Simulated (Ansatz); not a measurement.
Basis-set extrapolation for H₆O₂Si₂ (`O[SiH](O)[SiH3]`) (PBE0-D4/def2-TZVP geometry, frozen core, Ansatz 0.2.0). Multiplicity 1, RHF reference.

```
                      def2-TZVPP   def2-QZVPP
                 HF  -731.274720  -731.300664
    MP2 correlation    -0.732200    -0.791215
CCSD(T) correlation    -0.798612    -0.853333
```

Energies in hartree. Use E(X) = E(∞) + A·exp(−7.88·√X) for Hartree–Fock and E(X) = E(∞) + B·X^(−2.97) for correlation, with X = 3 and 4.

What is the CCSD(T) energy at the basis-set limit?

HF limit: -731.300664 + (-0.025944) × 0.13774 = -731.30424. Correlation limit: -0.853333 + (-0.054721) × 0.74074 = -0.89387. Total: -732.19811 hartree, 327.6 kJ/mol below CCSD(T)/def2-TZVPP.
